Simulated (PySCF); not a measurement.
HO₂Si, charge +1. Atoms are numbered in the order given.

```xyz
4

O     -0.0038    -1.5792     0.0000
Si     0.0215    -0.0854     0.0000
O     -0.0915     1.4477     0.0000
H      0.4620     2.2468     0.0000
```
Charge +1, spin multiplicity 1.

Coordinates come from a B3LYP-D3(BJ)/def2-TZVP optimisation. The isomer is the one that the SMILES or the coordinates give; other isomers of the formula were not compared.

All values below come from SMD-PBE0/6-31G* (PySCF).

Solvation free energies are E(SMD) − E(gas) at the gas-phase geometry, for 1 M in both phases.

Q: Rank water, tetrahydrofuran, chlorobenzene by solvation free energy, most negative first.

A: water (-74.6 kcal/mol), tetrahydrofuran (-60.5 kcal/mol), chlorobenzene (-57.2 kcal/mol)
